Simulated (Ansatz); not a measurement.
Basis sets compared for Ag₄H₄⁺. Total charge 1; doublet. Geometry r2SCAN-D4/def2-SVP. Ansatz on 4 threads of Intel Xeon on a shared host; times are rough, and most runs start from earlier orbitals.

```xyz
8

Ag    0.082   -0.121   -1.051
Ag   -0.129    0.426    1.679
Ag    0.421   -0.834   -3.592
Ag   -0.710    0.588    4.370
H     0.347   -0.153    3.264
H    -0.295    0.560   -2.791
H     0.789   -1.511   -1.967
H    -0.504    1.046    0.088
```

In the def2 sets Ag takes a core potential; there is no spin–orbit coupling. No other spin state of charge 1 was run. Another isomer (doublet) lies 0.26 eV lower at PBE0-D4/def2-TZVP; other spin states weren't run for this one.

| level | functions | energy (Eh) | HOMO (eV) | LUMO (eV) | wall time |
| --- | --- | --- | --- | --- | --- |
| PBE-D4/def2-SVP | 144 | -590.0190 | -9.06 | -8.33 | 6 s |
| PBE0-D4/def2-SVP | 144 | -589.9480 | -10.09 | -7.44 | 10 s |

Q: Estimate the rows for PBE-D4/def2-TZVP (with forces), PBE0-D4/def2-TZVP.

A: 
```tsv
level	functions	energy (Eh)	HOMO (eV)	LUMO (eV)	wall time
PBE-D4/def2-TZVP (with forces)	184	-590.1744	-9.08	-8.36	8 s
PBE0-D4/def2-TZVP	184	-590.0964	-10.10	-7.46	13 s
```
